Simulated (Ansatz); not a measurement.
A run for Ansatz (a program for electronic structure): R-r2SCAN/def2-TZVPP on C3H8O2 (SMILES CC(O)CO).

Ansatz 0.2 input:
```yaml
crystal:
  periodic: [false, false, false]
  atoms:
    - {symbol: C, position_ang: [1.48912234, 0.21027283, 0.27388621]}
    - {symbol: C, position_ang: [0.09688877, 0.36721535, -0.31022850]}
    - {symbol: O, position_ang: [-0.63487938, 1.42444732, 0.32991751]}
    - {symbol: C, position_ang: [-0.71978399, -0.91619166, -0.24291354]}
    - {symbol: O, position_ang: [-2.01636004, -0.73632141, -0.77787183]}
    - {symbol: H, position_ang: [2.03436237, 1.15248655, 0.21800427]}
    - {symbol: H, position_ang: [1.43905576, -0.09754315, 1.32277020]}
    - {symbol: H, position_ang: [2.05605615, -0.54866728, -0.26876090]}
    - {symbol: H, position_ang: [0.15933113, 0.68122604, -1.35461016]}
    - {symbol: H, position_ang: [-0.57061393, 1.30174081, 1.28517191]}
    - {symbol: H, position_ang: [-0.23700554, -1.70432816, -0.82422198]}
    - {symbol: H, position_ang: [-0.76922588, -1.25487702, 0.80436829]}
    - {symbol: H, position_ang: [-2.32684774, 0.12053978, -0.45551146]}
basis:
  gaussian:
    orbitals: def2-TZVPP
hamiltonian:
  xc: {name: r2SCAN}
scf: {lower_state_search: off}
```

Problem. Give the final energy of this run.

Solution. -269.5390 hartree.
